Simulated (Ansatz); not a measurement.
One change: `F[SiH2]C[SiH2]F` becomes `NCC[SiH2]F`.

Ansatz, PBE0-D4/def2-TZVP geometries, multiplicity 1. Each molecule was computed in one conformer, which needn't be the lowest.

```
                                          property  `F[SiH2]C[SiH2]F`
size of the dipole moment (ωB97M-V/def2-TZVPP) / D               0.61
  size of the dipole moment (B3LYP/def2-TZVPP) / D               0.66
                 HOMO energy (PBE/def2-TZVPP) / eV              -7.92
              HOMO–LUMO gap (PBE0/def2-TZVPP) / eV               8.84
                LUMO energy (PBE0/def2-TZVPP) / eV              -0.50
    zero-point energy (PBE0-D4/def2-TZVP) / kJ/mol              176.8
```

Problem. Give the same properties after the change, and the shifts. (Best estimate.)

Solution. Computed: 
```json
{"property": "size of the dipole moment (ωB97M-V/def2-TZVPP) / D", "`NCC[SiH2]F`": "1.21", "shift": "0.60"}
{"property": "size of the dipole moment (B3LYP/def2-TZVPP) / D", "`NCC[SiH2]F`": "1.21", "shift": "0.55"}
{"property": "HOMO energy (PBE/def2-TZVPP) / eV", "`NCC[SiH2]F`": "-5.54", "shift": "2.38"}
{"property": "HOMO–LUMO gap (PBE0/def2-TZVPP) / eV", "`NCC[SiH2]F`": "7.49", "shift": "-1.35"}
{"property": "LUMO energy (PBE0/def2-TZVPP) / eV", "`NCC[SiH2]F`": "0.44", "shift": "0.94"}
{"property": "zero-point energy (PBE0-D4/def2-TZVP) / kJ/mol", "`NCC[SiH2]F`": "271.2", "shift": "94.4"}
```

With PBE0 the HOMO rises by 2.30 eV and the LUMO rises by 0.94 eV, so the gap narrows by about 1.36 eV. PBE moves the HOMO by 2.38 eV and ωB97M-V by 2.10 eV. The zero-point energy changes by 94.4 kJ/mol with +6 modes. Dipoles are sizes alone; their direction can turn.

B3LYP here is the variant with VWN-RPA as its local correlation; programs differ in this.
